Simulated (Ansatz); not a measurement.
Stepwise reaction of `C#C[Si](C#C)(C#C)C#C` with hydrogen chloride, as a gas-phase model of exchange steps in deposition or etching. ΔE in kJ/mol; ΔG adds harmonic PBE0-D4 terms to CCSD(T)/CBS, at 1 bar.

Gas-phase electronic energies from Ansatz, PBE0-D4/def2-TZVP geometries. CBS: MP2 limit from def2 TZ/QZ plus the TZ coupled-cluster correction, frozen cores. This one scheme is used for every species. DFT in def2-TZVPP. B3LYP here is the variant with VWN-RPA as its local correlation; programs differ in this.

```json
{"step": "1", "reaction": "`C#C[Si](C#C)(C#C)C#C` + HCl → `C#C[Si](Cl)(C#C)C#C` + `C#C`", "PBE-D4": "-59.5", "B3LYP-D4": "-60.5", "ωB97M-V": "-63.9", "CCSD(T)/CBS": "-60.0", "ΔG(400 K)": "-57.5"}
{"step": "2", "reaction": "`C#C[Si](Cl)(C#C)C#C` + HCl → `C#C[Si](Cl)(Cl)C#C` + `C#C`", "PBE-D4": "-58.2", "B3LYP-D4": "-58.8", "ωB97M-V": "-63.1", "CCSD(T)/CBS": "-59.0", "ΔG(400 K)": "-53.0"}
{"step": "3", "reaction": "`C#C[Si](Cl)(Cl)C#C` + HCl → `C#C[Si](Cl)(Cl)Cl` + `C#C`", "PBE-D4": "-55.9", "B3LYP-D4": "-56.4", "ωB97M-V": "-61.2", "CCSD(T)/CBS": "-56.9", "ΔG(400 K)": "-48.2"}
{"step": "4", "reaction": "`C#C[Si](Cl)(Cl)Cl` + HCl → `Cl[Si](Cl)(Cl)Cl` + `C#C`", "PBE-D4": "-52.8", "B3LYP-D4": "-53.2", "ωB97M-V": "-58.4", "CCSD(T)/CBS": "-53.8", "ΔG(400 K)": "-42.0"}
```

Problem. By hand: ΔE of the 4 steps together at CCSD(T)/CBS.

Solution. (-60.0) + (-59.0) + (-56.9) + (-53.8) = -229.7 kJ/mol, or -57.4 kJ/mol a step.

In ΔE step 1 is the lowest and step 4 the highest. All are downhill at CCSD(T)/CBS. ΔG lies between -57.5 and -42.0 kJ/mol a step. PBE-D4 differs from CCSD(T)/CBS by 0.5 to 1.0 kJ/mol a step. Isolated molecules leave out the surface, adducts and barriers. Largest T1 diagnostic: 0.014.
